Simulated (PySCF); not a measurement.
Working out the ionisation energy of Sr

Sr [Kr] 5s2 (1S) → Sr⁺ [Kr] 5s1 (2S). All numbers are calculated (PySCF 2.14, scalar relativity by spin-free X2C-1e, in x2c-TZVPPall (8s6p6d2f1g, 79 functions)). Frozen: [Ar] 3d10. Energies in hartree (1 hartree = 27.21139 eV):

```json
{"part": "UHF", "Sr (lower)": "-3177.319535", "Sr⁺ (upper)": "-3177.145131"}
{"part": "MP2 opposite-spin", "Sr (lower)": "-0.162089", "Sr⁺ (upper)": "-0.137462"}
{"part": "MP2 same-spin", "Sr (lower)": "-0.056801", "Sr⁺ (upper)": "-0.051364"}
```

Task: What does Hartree-Fock give?

Result: (-3177.145131) − (-3177.319535) = 0.174404 hartree = 4.746 eV.

Task: What do MP2 and SCS-MP2 (6/5 opposite-spin, 1/3 same-spin) give?

Result: The opposite-spin parts differ by 0.670 eV and the same-spin parts by 0.148 eV. MP2: 4.746 + (0.670) + (0.148) = 5.564 eV. SCS-MP2: 4.746 + 1.2 × (0.670) + (0.148)/3 = 5.599 eV.

Measured between the centres of the two terms (NIST): 5.695 eV, so MP2 (valence and next inner shell) is off by -0.131 eV.

What remains against the reference includes basis incompleteness, the frozen core and correlation beyond second order.
